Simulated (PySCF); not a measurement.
Calculation: B3LYP-D3(BJ)/def2-TZVP // PBE0-D3(BJ)/def2-TZVP (PySCF 2.14.0). Isolated molecules, 0 K electronic values unless said otherwise. One relaxed conformer stands for a flexible species; it need not be the lowest. B3LYP has the VWN-RPA correlation part, as in Gaussian. Delta-SCF ions had no search for a lower state. Excitations are Tamm–Dancoff values on a coarser integration grid. The basis has no diffuse functions, so Rydberg states are missing or too high.

Reference species (SMILES): `C1=CC1S` (H–S–C–C torsion 152°) (neutral, multiplicity 1).

| Property | Value |
|---|---|
| vertical ionisation energy (Delta-SCF) | 8.96 eV |
| S1 oscillator strength | 0.005 |
| S1–T1 gap (TDA) | 0.53 eV |
| LUMO | -0.62 eV |

Changed species: `C(#CS)C`.

Q: Predict the effect on the vertical ionisation energy (Delta-SCF), S1 oscillator strength, S1–T1 gap (TDA) and LUMO.

A: the vertical ionisation energy (Delta-SCF) drops by 0.33 eV, to 8.63 eV; the S1 oscillator strength is nearly the same; the S1–T1 gap (TDA) decreases by 0.17 eV, to 0.36 eV; the LUMO goes up by 0.40 eV, to -0.22 eV.
